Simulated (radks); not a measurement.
All-electron atom: Ni in [Ar] 3d8 4s2. Method: scalar-relativistic Kohn-Sham, BLYP, spin-polarised, spherical densities, point nucleus; open shells are filled with parallel spins first; computed with a radial shooting solver on a logarithmic mesh with Libxc functionals.

Radial electron density D(r) = 4 pi r^2 rho(r):

```
   r/bohr * D(r) (the largest magnitude, 38.3, reaches the edge; | marks zero)
  0.00705 |         *
 0.008077 |           *
 0.009254 |              *
   0.0106 |                 *
  0.01215 |                    *
  0.01392 |                        *
  0.01594 |                            *
  0.01827 |                                 *
  0.02093 |                                     *
  0.02398 |                                         *
  0.02747 |                                            *
  0.03147 |                                               *
  0.03606 |                                                *
  0.04131 |                                                *
  0.04771 |                                              *
  0.05466 |                                           *
  0.06262 |                                         *
  0.07174 |                                      *
  0.08219 |                                      *
  0.09417 |                                       *
   0.1079 |                                          *
   0.1236 |                                               *
   0.1416 |                                                   *
   0.1622 |                                                      *
   0.1859 |                                                      *
    0.213 |                                                 *
    0.244 |                                          *
   0.2795 |                                  *
   0.3202 |                           *
   0.3669 |                       *
   0.4237 |                      *
   0.4855 |                         *
   0.5562 |                           *
   0.6372 |                            *
     0.73 |                           *
   0.8364 |                      *
   0.9582 |                 *
    1.098 |            *
    1.258 |        *
    1.441 |     *
    1.651 |   *
    1.891 |  *
    2.167 | *
    2.483 | *
    2.844 |*
    3.259 |*
    3.763 |*
    4.312 *
     4.94 *
    5.659 *
    6.484 *
    7.428 *
    8.511 *
    9.751 *
```

D(r) has 3 maxima, at r = 0.0375, 0.172, 0.627 bohr, and minima at 0.0815, 0.397 bohr, inside which lie 2.10, 10.80 electrons.
